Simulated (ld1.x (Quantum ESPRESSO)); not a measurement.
# Varying the PAW potential for nitrogen (N)

Base potential:

```
Element                 : nitrogen (N)
Generator               : ld1.x (Quantum ESPRESSO) 7.5
Type                    : PAW
Functional              : revPBE
Relativity              : scalar-relativistic
Frozen core             : [He]
Valence charge          : 5
Reference configuration : 2s1 2p4
Partial waves           : 2s (bound): rcut 0.65, rcutus 0.70 bohr; 2s channel at 1.4 Ry: rcut 0.65, rcutus 0.70 bohr; 2p (bound): rcut 2.10, rcutus 2.35 bohr; 2p channel at 3.1 Ry: rcut 2.10, rcutus 2.35 bohr; 3d channel at 0.4 Ry: rcut 1.90, rcutus 2.45 bohr
Local potential         : all-electron potential smoothed inside 1.70 bohr (lloc = -1)
Core correction         : Bessel-smoothed model core, default radius (core density twice the valence density)
Augmentation charge     : PSQ, radius 0.55 bohr
```

Cutoffs, loose and tight: the cutoffs (Ry, on a coarse ladder) from which the occupation-weighted sum of valence levels, in a spherical-Bessel basis at the reference potential, stays within 10 and 1 mRy of its value at 400 Ry. They do not see the model core or the augmentation charge, which bear on the density cutoff. Test errors are all-electron minus pseudo excitation energies from the reference, over the configurations 2s2 2p3; 2s2 2p2; 2s2 2p1; 2s1 2p0; 2s2 2p3.3; 2s2 2p2.5; 2s0 2p5. A dash means not determined; rows that change the core or the reference have their own tests. The largest error is taken over the tests solved by every variant that gives reliable tests at all: 2s0 2p5; 2s1 2p0; 2s2 2p1; 2s2 2p3.

A true bound ghost makes a file unfit for plane-wave use even where its test errors are small: the radial tests pick states by their node count and pass the ghost by.

Cutoffs are not given where the Bessel-basis levels miss the radial ones by over 6 mRy, ghosts where they miss by over 20 mRy; a channel whose overlap is not positive is not tested.

```tsv
change	outcome	cutoff, loose	cutoff, tight	bound ghosts	largest test error (meV)
base	generated	60 Ry	90 Ry	none	-18
local potential all-electron potential smoothed inside 0.96 bohr (lloc = -1)	generated	80 Ry	90 Ry	s	-31
waves 2p (bound): rcut 2.10, rcutus 3.60 bohr; 2p channel at 3.1 Ry: rcut 2.10, rcutus 3.60 bohr	generated	60 Ry	90 Ry	none	-224
wave 2s channel at 1.4 Ry: rcut 0.65, rcutus 0.70 bohr becomes 2s channel at 0.36 Ry: rcut 0.65, rcutus 0.70 bohr	generated	60 Ry	90 Ry	none	-18
functional PBE; added wave 3d channel at 0.75 Ry: rcut 1.90, rcutus 2.45 bohr	generated	60 Ry	90 Ry	none	-17
augmentation PSQ, inside the norm-conserving radii	generated	60 Ry	90 Ry	none	-54
```

Q: What comes out with this change to the base: all radii but the core radius scaled by about 1.17 (s 0.82, p 2.76, d 2.88 bohr, rcut 0.76/2.46/2.22); local potential all-electron potential smoothed inside 2.00 bohr (lloc = -1); augmentation PSQ, radius 0.64 bohr?

A: outcome: generated, overlap not positive; bound ghosts: not determined (overlap not positive); largest test error (meV): -34. A file whose overlap is not positive is unfit for use, and its test errors describe a broken file.

Q: What comes out with this change to the base: reference 2s2 2p3; added wave 3d channel at 1.1 Ry: rcut 1.90, rcutus 2.45 bohr?

A: outcome: generated; cutoff, loose: 70 Ry; cutoff, tight: 90 Ry; bound ghosts: none; largest test error (meV): -19.
